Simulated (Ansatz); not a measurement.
Cost and result for the atomization energy of `FC1NC[SiH2]S1` (12 atoms, 12 bonds).

Z-matrix (Å, degrees):
```
C
N 1 1.404
S 1 1.823 2 111.3
F 1 1.402 2 112.2 3 121.7
H 1 1.091 2 110.9 3 -120.6
C 2 1.456 1 114.9 3 -51.9
H 2 1.012 1 111.0 3 177.5
Si 3 2.137 1 92.0 2 25.7
H 6 1.098 2 113.7 1 -71.4
H 6 1.092 2 109.6 1 167.3
H 8 1.485 3 111.6 1 -119.0
H 8 1.484 3 113.1 1 118.1
```

Total charge 0; spin multiplicity 1. The structure was optimised at the PBE0-D4/def2-TZVP level. Program: Ansatz. All runs use 2 threads of an AMD EPYC 7R13 on a shared host and a share of an NVIDIA H100 80 GB. Times are those of one run each, without the atoms' runs, and a repeat can differ threefold. Electronic energies, without spin–orbit coupling; frozen cores. CCSD(T)/CBS adds CCSD(T) − MP2 in def2-TZVPP to the MP2 limit, and its time is that of the two runs behind it. T1 = 0.012. B3LYP takes the VWN-RPA correlation (the form of Gaussian; ORCA's B3LYP/G).

CCSD(T)/CBS is a level of theory with its own doubt, some kJ/mol a heavy atom from the limit and from the frozen cores, so smaller differences don't rank the functionals.

```tsv
level	functions	wall time	atomization (kJ/mol)	difference from CCSD(T)/CBS	per bond
B2PLYP/def2-TZVPP	292	2.9 s	4322.9	-60.0	-5.0
ωB97X-V/def2-TZVPP	292	3.3 s	4424.5	41.6	3.5
PBE-D4/def2-TZVPP (with forces)	292	3.8 s	4509.5	126.6	10.5
PBE0-D4/def2-TZVPP	292	4 s	4414.7	31.8	2.6
r2SCAN-D4/def2-TZVPP (with forces)	292	4.1 s	4398.7	15.8	1.3
B3LYP-D4/def2-TZVPP (with forces)	292	5.5 s	4380.3	-2.6	-0.2
MP2/def2-QZVPP	548	5.5 s	4415.0	32.1	2.7
ωB97M-V/def2-TZVPP (with forces)	292	6 s	4415.1	32.2	2.7
CCSD(T)/def2-TZVPP	292	6.5 s	4246.8	-136.1	-11.3
CCSD(T)/CBS(def2)	–	12 s	4382.9	0.0	0.0
```

From PBE to PBE0 (25 % exact exchange), in def2-TZVPP and without D4, the atomization energy moves by −89.6 kJ/mol: exact exchange takes away binding that semilocal exchange gives to molecules. In def2-TZVPP, CCSD(T) changes the Hartree–Fock value by +1192.1 kJ/mol (the triples alone add +80.4 kJ/mol) and MP2 by +1280.0 kJ/mol; breaking electron pairs costs correlation energy, which Hartree–Fock lacks. The D4 term adds +53.2 kJ/mol with B3LYP and +27.6 kJ/mol with PBE0; it sums over pairs of atoms, weighted by their polarisabilities, and B3LYP, whose exchange is more repulsive, gets the larger term.
